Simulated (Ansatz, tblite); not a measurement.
Forces on Al₈As₈H₂₂, a nanocrystal cut from wurtzite AlAs (hydrogen-capped) at its PBE-D4/def2-SVP geometry. Charge 0, multiplicity 1.

The xTB rows come from tblite. Correlated methods freeze 112 core orbitals; core or outer-core shells of As are correlated, in sets that lack core-valence functions. Single mean-field runs in def2-SVP are fitted with def2-universal-jkfit.

GFN2-xTB (tblite), largest force 0.56 eV/Å:

```xyz
38
positions Å, forces eV/Å
Al    1.233    4.411    1.333   -0.002    0.032   -0.077
As    1.228    2.705    3.240   -0.023    0.089   -0.151
As    0.239    2.846   -0.373    0.222    0.295    0.323
Al    1.744    0.956   -0.959    0.346    0.240   -0.259
Al    0.370    0.357    3.023    0.069   -0.105    0.431
As    1.618   -0.532    1.061   -0.144   -0.091    0.096
As    0.724   -0.428   -2.755    0.318   -0.345   -0.143
Al    2.223   -2.293   -3.543   -0.005    0.064   -0.054
Al    0.848   -2.868    0.677    0.107   -0.360    0.246
As    2.164   -3.585   -1.335   -0.029    0.109   -0.136
Al   -2.088    2.256    0.236   -0.345    0.426    0.101
As   -1.905    0.580    2.067   -0.111   -0.273   -0.040
As   -2.801    0.830   -1.711   -0.157   -0.105    0.112
Al   -1.565   -1.273   -2.332   -0.240   -0.284   -0.415
Al   -3.088   -1.601    1.571    0.123   -0.032    0.070
As   -1.453   -2.471   -0.154   -0.165    0.094    0.228
H     2.771    4.711    1.000   -0.341    0.009    0.124
H     0.157    5.526    1.739    0.288   -0.185   -0.052
H     2.626    2.591    3.840   -0.346    0.117    0.116
H     0.545    3.299    4.467    0.354   -0.115   -0.097
H     0.109    3.658   -1.661   -0.026   -0.070   -0.010
H     3.246    1.403   -1.268   -0.328   -0.135    0.118
H     0.505   -0.498    4.364   -0.006    0.227   -0.305
H     3.060   -0.669    1.544   -0.047    0.025   -0.045
H     0.574    0.520   -3.944   -0.041    0.025    0.059
H     3.727   -1.775   -3.725   -0.312   -0.184   -0.015
H     1.442   -3.205   -4.604    0.238    0.157    0.196
H     1.002   -3.852    1.924   -0.005    0.219   -0.311
H     3.585   -3.838   -0.843   -0.296   -0.211   -0.121
H     1.793   -5.041   -1.595    0.308    0.194    0.126
H    -3.089    3.471    0.499    0.216   -0.322   -0.072
H    -2.715    1.223    3.190    0.079    0.009   -0.088
H    -2.812    1.727   -2.946   -0.248   -0.150    0.155
H    -4.298    0.553   -1.636    0.319    0.222   -0.241
H    -2.270   -2.062   -3.527    0.139    0.202    0.309
H    -3.052   -2.539    2.867   -0.120    0.194   -0.291
H    -4.437   -1.226    0.780    0.144   -0.078    0.136
H    -1.960   -3.866   -0.511    0.066    0.095   -0.025
```

PBE0-D4/def2-SVP (Ansatz), largest force 0.35 eV/Å:

```
Al 0.003 0.008 -0.006
As 0.100 0.049 0.292
As -0.023 0.101 -0.170
Al 0.016 -0.008 0.014
Al 0.001 -0.020 -0.003
As 0.177 -0.025 0.070
As -0.027 0.126 -0.152
Al 0.004 0.004 -0.009
Al -0.004 0.009 0.018
As 0.148 -0.268 0.061
Al 0.003 -0.015 0.008
As -0.089 0.115 0.148
As -0.257 0.109 -0.202
Al 0.001 -0.002 0.017
Al 0.002 -0.003 0.005
As -0.044 -0.190 -0.073
H -0.131 -0.024 0.028
H 0.092 -0.092 -0.034
H -0.234 0.009 -0.124
H 0.099 -0.098 -0.225
H 0.023 -0.140 0.225
H -0.137 -0.039 0.026
H -0.011 0.082 -0.120
H -0.246 0.022 -0.080
H 0.028 -0.166 0.206
H -0.127 -0.045 0.014
H 0.067 0.077 0.088
H -0.011 0.086 -0.117
H -0.244 0.068 -0.081
H 0.044 0.259 0.034
H 0.092 -0.112 -0.026
H 0.135 -0.111 -0.187
H 0.022 -0.167 0.234
H 0.289 0.041 0.002
H 0.064 0.075 0.109
H -0.011 0.078 -0.110
H 0.106 -0.027 0.058
H 0.084 0.233 0.064
```

PBE-QIDH/def2-SVP (Ansatz), largest force 0.69 eV/Å:

```
Al 0.035 0.094 0.000
As 0.217 0.111 0.618
As -0.046 0.227 -0.357
Al 0.105 0.017 -0.002
Al 0.008 -0.055 0.062
As 0.377 -0.061 0.161
As -0.051 0.261 -0.332
Al 0.052 -0.020 -0.084
Al 0.006 -0.041 0.072
As 0.321 -0.568 0.124
Al -0.057 0.046 0.024
As -0.197 0.218 0.318
As -0.509 0.221 -0.407
Al -0.044 -0.046 -0.043
Al -0.075 -0.042 0.043
As -0.105 -0.399 -0.130
H -0.258 -0.037 0.056
H 0.186 -0.174 -0.070
H -0.454 0.024 -0.233
H 0.197 -0.190 -0.429
H 0.042 -0.259 0.417
H -0.248 -0.071 0.047
H -0.020 0.153 -0.220
H -0.454 0.043 -0.152
H 0.050 -0.308 0.382
H -0.249 -0.091 0.018
H 0.139 0.152 0.166
H -0.020 0.158 -0.216
H -0.469 0.122 -0.161
H 0.093 0.495 0.068
H 0.168 -0.206 -0.047
H 0.251 -0.206 -0.351
H 0.034 -0.305 0.427
H 0.531 0.079 -0.001
H 0.118 0.135 0.202
H -0.028 0.151 -0.213
H 0.200 -0.063 0.127
H 0.155 0.437 0.117
```
